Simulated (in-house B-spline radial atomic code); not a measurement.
Pd⁵⁺. Computed with a B-spline radial atomic code. Model: all-electron spherical atom, spin shells full or empty, radial basis limit, no spin-orbit coupling: exact exchange with a local potential (Slater, KLI or optimised effective potential, whose far tail is KLI's), no correlation.

Exchange potential has not reached -1/r at the last radius.

The run also made RPA and GW results, which its time includes.

The Slater potential averages the orbital exchange potentials with the orbital densities as weights, KLI adds orbital constants, and the optimised effective potential minimises the exact-exchange energy among local potentials. So their energies lie above Hartree-Fock in the order OEP, KLI, Slater. All fall off as −1/r, unlike LDA and GGA exchange.

Command:
```bash
python run_gw.py task.json out
```
Settings (lengths in bohr, energies in hartree):
```
Z                      46
electrons              41
configuration          [Kr] 4d5
hamiltonian            nr
method                 oep
lmax                   9
spin_polarised         True
box_radius             10.43
intervals              72
```

Run time, properties included: 11 s on 1 thread of Arm Neoverse N1, with other jobs on the host.

Given: hamiltonian non-relativistic; mean-field start exchange-only OEP.

Computed: energy above Hartree-Fock 13.216 millihartree; virial ratio -E/T less 1 0.

```json
{"radius (bohr)": "0.00109", "r times exchange potential up (hartree bohr)": "-0.040804", "r times exchange potential down (hartree bohr)": "-0.040934"}
{"radius (bohr)": "0.00135", "r times exchange potential up (hartree bohr)": "-0.050487", "r times exchange potential down (hartree bohr)": "-0.050648"}
{"radius (bohr)": "0.00168", "r times exchange potential up (hartree bohr)": "-0.062739", "r times exchange potential down (hartree bohr)": "-0.06294"}
{"radius (bohr)": "0.00208", "r times exchange potential up (hartree bohr)": "?", "r times exchange potential down (hartree bohr)": "?"}
{"radius (bohr)": "0.00259", "r times exchange potential up (hartree bohr)": "-0.096172", "r times exchange potential down (hartree bohr)": "-0.096481"}
{"radius (bohr)": "0.00321", "r times exchange potential up (hartree bohr)": "-0.11859", "r times exchange potential down (hartree bohr)": "-0.11897"}
{"radius (bohr)": "0.00399", "r times exchange potential up (hartree bohr)": "-0.14626", "r times exchange potential down (hartree bohr)": "-0.14674"}
{"radius (bohr)": "0.00495", "r times exchange potential up (hartree bohr)": "-0.17939", "r times exchange potential down (hartree bohr)": "-0.17998"}
{"radius (bohr)": "0.00615", "r times exchange potential up (hartree bohr)": "-0.21918", "r times exchange potential down (hartree bohr)": "-0.21991"}
{"radius (bohr)": "0.00763", "r times exchange potential up (hartree bohr)": "-0.26547", "r times exchange potential down (hartree bohr)": "-0.26638"}
{"radius (bohr)": "0.00948", "r times exchange potential up (hartree bohr)": "-0.31862", "r times exchange potential down (hartree bohr)": "-0.31975"}
{"radius (bohr)": "0.0118", "r times exchange potential up (hartree bohr)": "-0.37753", "r times exchange potential down (hartree bohr)": "-0.37893"}
{"radius (bohr)": "0.0146", "r times exchange potential up (hartree bohr)": "-0.43697", "r times exchange potential down (hartree bohr)": "-0.4387"}
{"radius (bohr)": "0.0182", "r times exchange potential up (hartree bohr)": "-0.49506", "r times exchange potential down (hartree bohr)": "-0.49719"}
{"radius (bohr)": "0.0225", "r times exchange potential up (hartree bohr)": "-0.53885", "r times exchange potential down (hartree bohr)": "-0.54146"}
{"radius (bohr)": "0.028", "r times exchange potential up (hartree bohr)": "?", "r times exchange potential down (hartree bohr)": "?"}
{"radius (bohr)": "0.0348", "r times exchange potential up (hartree bohr)": "-0.54017", "r times exchange potential down (hartree bohr)": "-0.544"}
{"radius (bohr)": "0.0432", "r times exchange potential up (hartree bohr)": "-0.50599", "r times exchange potential down (hartree bohr)": "-0.51055"}
{"radius (bohr)": "0.0536", "r times exchange potential up (hartree bohr)": "-0.5445", "r times exchange potential down (hartree bohr)": "-0.54994"}
{"radius (bohr)": "0.0666", "r times exchange potential up (hartree bohr)": "-0.68807", "r times exchange potential down (hartree bohr)": "-0.69445"}
{"radius (bohr)": "0.0827", "r times exchange potential up (hartree bohr)": "-0.84271", "r times exchange potential down (hartree bohr)": "-0.84975"}
{"radius (bohr)": "0.103", "r times exchange potential up (hartree bohr)": "-0.94933", "r times exchange potential down (hartree bohr)": "-0.95607"}
{"radius (bohr)": "0.128", "r times exchange potential up (hartree bohr)": "-0.97232", "r times exchange potential down (hartree bohr)": "-0.97575"}
{"radius (bohr)": "0.158", "r times exchange potential up (hartree bohr)": "-0.89994", "r times exchange potential down (hartree bohr)": "-0.89049"}
{"radius (bohr)": "0.197", "r times exchange potential up (hartree bohr)": "-0.90053", "r times exchange potential down (hartree bohr)": "-0.8757"}
{"radius (bohr)": "0.244", "r times exchange potential up (hartree bohr)": "-1.1374", "r times exchange potential down (hartree bohr)": "-1.1295"}
{"radius (bohr)": "0.303", "r times exchange potential up (hartree bohr)": "-1.3484", "r times exchange potential down (hartree bohr)": "-1.356"}
{"radius (bohr)": "0.377", "r times exchange potential up (hartree bohr)": "-1.4138", "r times exchange potential down (hartree bohr)": "-1.434"}
{"radius (bohr)": "0.468", "r times exchange potential up (hartree bohr)": "-1.2588", "r times exchange potential down (hartree bohr)": "-1.3199"}
{"radius (bohr)": "0.581", "r times exchange potential up (hartree bohr)": "-0.914", "r times exchange potential down (hartree bohr)": "-1.0143"}
{"radius (bohr)": "0.721", "r times exchange potential up (hartree bohr)": "-1.2104", "r times exchange potential down (hartree bohr)": "-1.0974"}
{"radius (bohr)": "0.896", "r times exchange potential up (hartree bohr)": "-1.5506", "r times exchange potential down (hartree bohr)": "-1.3523"}
{"radius (bohr)": "1.11", "r times exchange potential up (hartree bohr)": "-1.6746", "r times exchange potential down (hartree bohr)": "-1.4201"}
{"radius (bohr)": "1.38", "r times exchange potential up (hartree bohr)": "-1.6223", "r times exchange potential down (hartree bohr)": "-1.3814"}
{"radius (bohr)": "1.72", "r times exchange potential up (hartree bohr)": "-1.4488", "r times exchange potential down (hartree bohr)": "-1.2874"}
{"radius (bohr)": "2.13", "r times exchange potential up (hartree bohr)": "-1.2718", "r times exchange potential down (hartree bohr)": "-1.1951"}
{"radius (bohr)": "2.65", "r times exchange potential up (hartree bohr)": "-1.1497", "r times exchange potential down (hartree bohr)": "-1.1294"}
```

What belongs in the row 0.00208?

r times exchange potential up (hartree bohr): -0.077504; r times exchange potential down (hartree bohr): -0.077752.

What belongs in the row 0.028?

r times exchange potential up (hartree bohr): -0.55841; r times exchange potential down (hartree bohr): -0.56158.

```tsv
occupied	level (hartree)	Hartree-Fock level (hartree)
1s up	-864.55	-876.3
1s down	?	?
2s up	-126.61	-131.02
2s down	-126.61	-130.94
2p up	-117.77	-121.58
2p down	?	?
3s up	-25.475	-27.215
3s down	-25.538	-27.178
3p up	-21.945	-23.385
3p down	-22.001	-23.339
3d up	-15.463	-16.398
3d down	-15.487	-16.292
4s up	-6.1051	-6.6052
4s down	-5.9433	-6.2026
4p up	-4.9882	-5.3203
4p down	-4.8242	-4.8242
4d up	-3.1561	-3.1569
```

What belongs in the row 1s down?

level (hartree): -864.66; Hartree-Fock level (hartree): -876.3.

What belongs in the row 2p down?

level (hartree): -117.79; Hartree-Fock level (hartree): -121.5.

```json
{"empty": "4d down", "level (hartree)": "-2.9991"}
{"empty": "5s up", "level (hartree)": "-2.2555"}
{"empty": "5s down", "level (hartree)": "-2.2042"}
{"empty": "5p up", "level (hartree)": "?"}
{"empty": "5p down", "level (hartree)": "-1.8835"}
{"empty": "4f up", "level (hartree)": "-1.4462"}
{"empty": "5d up", "level (hartree)": "?"}
{"empty": "5d down", "level (hartree)": "-1.3808"}
{"empty": "4f down", "level (hartree)": "-1.3635"}
```

What belongs in the row 5p up?

level (hartree): -1.9235.

What belongs in the row 5d up?

level (hartree): -1.4064.

The highest level, 4d up, differs from Hartree-Fock by +0.021 eV and the deepest, 1s down, by +317 eV: a local potential can match the highest level but can't give each shell its own exchange.
